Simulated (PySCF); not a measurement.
BFH3O2 (calculated)

Computed with PySCF 2.14.0. Calculation on a computer-drawn molecule: optimised geometry and harmonic frequencies of an isolated molecule of the commonest isotopes, restricted reference for singlets and unrestricted otherwise, frozen core in MP2.

```json
{"formula": "BFH3O2", "start_structure": {"atoms_angstrom": [["O", -1.1734, 0.3416, 2.6636], ["B", -0.2217, -0.1512, 1.6861], ["O", -0.4679, -1.5857, 1.444], ["F", -0.4142, 0.5228, 0.3907], ["H", -2.0134, -0.0343, 2.4598], ["H", 0.9386, 0.099, 2.0598], ["H", -0.0802, -1.8151, 0.6182]]}, "given": {"charge": -1, "multiplicity": 1, "method": "MP2", "basis": "aug-cc-pVDZ", "drawn_bonds_atom": [1, 2, 2, 1, 2, 3], "drawn_bonds_other_atom": [2, 3, 4, 5, 6, 7], "drawn_bonds_order": [1, 1, 1, 1, 1, 1]}, "results": {"total_energy [hartree]": null, "rotational_constants [GHz]": null}}
```

**Q.** Estimate the total energy of BFH3O2.
**A.** -276.5149 hartree

**Q.** Give the missing rotational constants for BFH3O2.
**A.** 8.972, 8.215, 4.795 GHz

Further results for BFH3O2:

```
convergence status largest gradient component : 3.511e-05 hartree/bohr
```

Optimised structure:
```xyz
7
BFH3O2
O     -1.1805     0.3619     2.6767
B     -0.2026    -0.1439     1.6963
O     -0.4500    -1.6098     1.4760
F     -0.3872     0.5111     0.3563
H     -2.0155    -0.0718     2.4531
H      0.9446     0.1274     2.0826
H     -0.1410    -1.7978     0.5812
```

Modes:
| frequency (cm⁻¹) | reduced mass (dalton) |
| --- | --- |
| 180.6 | 1.12 |
| 252.1 | 1.29 |
| 383.6 | 5.984 |
| 430.5 | 3.057 |
| 517.6 | 4.864 |
| 769.6 | 4.492 |
| 838.4 | 4.068 |
| 914.5 | 3.03 |
| 995.9 | 1.136 |
| 1074 | 1.281 |
| 1140 | 1.486 |
| 1190 | 1.497 |
| 2355 | 1.078 |
| 3825 | 1.064 |
| 3859 | 1.065 |
